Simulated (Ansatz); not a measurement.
Two isomers of C2H10AlNSi: A = `C[SiH](C)[AlH][NH2]`, B = `[CH3][AlH][CH2]N[SiH3]`.

Program: Ansatz. Geometries: PBE0-D4/def2-TZVP. ΔE: electronic, gas phase. CCSD(T)/CBS is the MP2 limit (def2-TZVPP, def2-QZVPP) plus CCSD(T) − MP2 in def2-TZVPP, frozen cores. DFT in def2-TZVPP. B3LYP here is the variant with VWN-RPA as its local correlation; programs differ in this. Each species was taken in one conformer, which may not be the lowest.

Question: Which is lower in electronic energy at CCSD(T)/CBS, and by how much? (An estimate is asked.)

Answer: Computed: A, by 137.9 kJ/mol.

Question: Give E(B) − E(A) in kJ/mol with PBE-D4, ωB97M-V, MP2/def2-TZVPP, PBE0-D4, B2PLYP, B3LYP, B3LYP-D4. (Estimate.)

Answer: The calculation gave: PBE-D4 141.9, ωB97M-V 127.9, MP2/def2-TZVPP 135.7, PBE0-D4 140.2, B2PLYP 138.6, B3LYP 140.3, B3LYP-D4 135.3. None reverses the order clearly.

Largest T1 diagnostic: 0.011.

The D4 term adds −5.0 kJ/mol with B3LYP and −2.4 kJ/mol with PBE0; it sums over pairs of atoms, weighted by their polarisabilities, and B3LYP, whose exchange is more repulsive, gets the larger term.
